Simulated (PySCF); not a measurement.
Eu(NH2)3 at several levels of theory

Computed with PySCF 2.14.0 (density fitting, no spin-orbit coupling) at the geometry relaxed with PBE0:

```xyz
10
Eu(NH2)3 (singlet in the valence; each metal's 4f electrons, 6 of them, lie in its core potential, out of spins and levels)
Eu   -0.0060   -0.0031    0.0190
N     2.2036   -0.0010    0.0028
H     2.8224    0.8074    0.0810
H     2.8270   -0.8041   -0.0933
N    -1.1037    1.9043    0.2241
H    -0.7021    2.8382    0.3217
H    -2.1146    2.0486    0.2304
N    -1.1061   -1.9053   -0.2169
H    -2.1170   -2.0481   -0.2395
H    -0.7035   -2.8369   -0.3292
```

```tsv
level	basis	state	HOMO (eV)	gap (eV)	charge on Eu1 (e)	population of f-type functions on Eu1 (polarisation alone where 4f lies in the core)	dipole about the centre of mass (D)	largest force component (eV/Å)
PBE0	Eu lcecp-1-SVP with ECP52, N def2-SVP, H def2-SVP	singlet	-5.97	4.89	0.92	0.07	0.05	0.01
PBE	the same	singlet	-4.64	2.89	0.72	0.06	0.04	0.39
PBE0	Eu lcecp-1-TZVP with ECP52, N def2-TZVP, H def2-TZVP	singlet	-6.15	5.00	1.54	0.07	0.05	0.46
```

In the lcecp rows the 4f levels are missing from HOMO and gap, and the state counts the valence alone.

Charges are Mulliken's, which hang on the basis. The relaxation used the grid (50, 194), these runs (75, 302) or, all-electron (x2c bases, spin-free X2C Hamiltonian), (99, 590).

Q: A further run in the first row's basis gives HOMO (eV) -4.75, gap (eV) 2.97, charge on Eu1 (e) 0.73, population of f-type functions on Eu1 (polarisation alone where 4f lies in the core) 0.06, dipole about the centre of mass (D) 0.05, largest force component (eV/Å) 0.45. Which level was it?
A. CAM-B3LYP
B. wB97X
C. BP86

A: C. The others give HOMO -8.43 eV (wB97X); -7.37 eV (CAM-B3LYP).

In the first row's basis the gap widens with exact exchange: 2.9 to 3.0 eV for PBE, BP86 (none); 4.9 eV for PBE0 (a fixed share); 7.0 to 8.9 eV for CAM-B3LYP, wB97X (rising or full at long range).

An lcecp potential fixes the number of 4f electrons, so in runs with it no electron can move into or out of that shell.
